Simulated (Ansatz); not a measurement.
CH$_{4}$N$_{2}$Sn (`C1=[N][SnH2][NH]1`) at its PBE0-D4/def2-TZVP geometry, where that method's forces vanish. Total charge 0; spin multiplicity 1. Sn takes the def2 core potential.

```xyz
8

C     1.0244   -0.6988    0.0998
N     0.9831   -0.2752   -1.1215
Sn   -0.7902    0.6949   -0.6631
N    -0.0197   -0.4080    0.9319
H     1.8639   -1.2987    0.4700
H    -2.3019    0.1472   -1.2375
H    -0.7912    2.3828   -0.4083
H     0.0315   -0.5442    1.9287
```

What forces (eV/Å) does B3LYP-D4/def2-TZVPP give on these atoms in the Gaussian-basis code of Ansatz? (Estimate.)

Computed: 
```
C1   0.340 -0.227  0.056
N2   0.226 -0.090 -0.149
Sn3 -0.382  0.308 -0.195
N4  -0.050 -0.074  0.295
H5  -0.055  0.040 -0.020
H6  -0.072 -0.021 -0.019
H7  -0.006  0.074  0.016
H8  -0.001 -0.010  0.016
```

B3LYP here is the variant with VWN-RPA as its local correlation; programs differ in this.
